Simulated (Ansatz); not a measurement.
C$_{3}$H$_{9}$In (SMILES [CH3][In]([CH3])[CH3]), singlet, at a GFN2-xTB geometry (such geometries of metal compounds can be far from the true shape) (core potentials on In); BLYP/def2-SVP (Ansatz, a quantum-chemistry and plane-wave program).

Input for Ansatz:
Ansatz 0.2 input:
```yaml
crystal:
  periodic: [false, false, false]
  atoms:
    - {symbol: In, position_ang: [-0.00027071, 0.00058834, -0.00069908]}
    - {symbol: C, position_ang: [-1.54741402, -1.60362658, -0.25516667]}
    - {symbol: H, position_ang: [-1.47645898, -2.03150186, -1.25510468]}
    - {symbol: H, position_ang: [-2.54532539, -1.18425536, -0.13021367]}
    - {symbol: H, position_ang: [-1.39904443, -2.39480853, 0.47847392]}
    - {symbol: C, position_ang: [-0.16211960, 1.91699700, -1.15548571]}
    - {symbol: H, position_ang: [0.80256149, 2.17280153, -1.59247574]}
    - {symbol: H, position_ang: [-0.46352417, 2.72452625, -0.48838330]}
    - {symbol: H, position_ang: [-0.90066120, 1.82322629, -1.95032013]}
    - {symbol: C, position_ang: [1.71103614, -0.31596421, 1.41393740]}
    - {symbol: H, position_ang: [2.33646867, 0.57422770, 1.46297261]}
    - {symbol: H, position_ang: [2.31750483, -1.15712290, 1.07865522]}
    - {symbol: H, position_ang: [1.33272866, -0.54035921, 2.41094086]}
basis:
  gaussian:
    orbitals: def2-SVP
hamiltonian:
  xc: blyp
```

**Question.** Write the output that Ansatz gives for this input, abridged.

**Answer.** 
```
Functional definition: BLYP
1312 factors; their error is unknown
mean field evaluation 1: about -8399.6979 eV, gradient 9.9e1 eV
mean field evaluation 2: about -8347.5954 eV, gradient 1.4e2 eV
mean field evaluation 4: about -8424.2501 eV, gradient 1.7e1 eV
mean field evaluation 8: about -8425.0260 eV, gradient 1.5e-1 eV
mean field evaluation 16: about -8424.9917 eV, gradient 4.7e-5 eV
mean field -8424.99168108 eV, -309.6127336152 hartree, gradient 4.7e-5 eV, S^2 0.000000; 0 other end points of the search recorded, 0 dependent functions left out
reference -8424.99205308 eV, -309.6127472858 hartree; 24, 24 occupied and 89, 89 virtual orbitals, 1312 factors
Total energy: -8424.99205308 eV, -309.6127472858 hartree
```
